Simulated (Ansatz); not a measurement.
Name a neutral molecule of C, O, Si and H with LUMO energy (B3LYP/def2-TZVPP) between 0.45 and 0.75 eV and HOMO energy (PBE0/def2-TZVPP) between -8.20 and -7.90 eV (Ansatz, PBE0-D4/def2-TZVP geometry).

`CCO[SiH2]OC` (0.67 eV, -8.18 eV); `CO[SiH2]C` (0.63 eV, -7.95 eV); `CC(C)(C)O[SiH2]OC(C)(C)C` (0.59 eV, -7.92 eV). Other molecules can fit too; these were computed, each in one conformer that needn't be the lowest.

B3LYP here is the variant with VWN-RPA as its local correlation; programs differ in this.
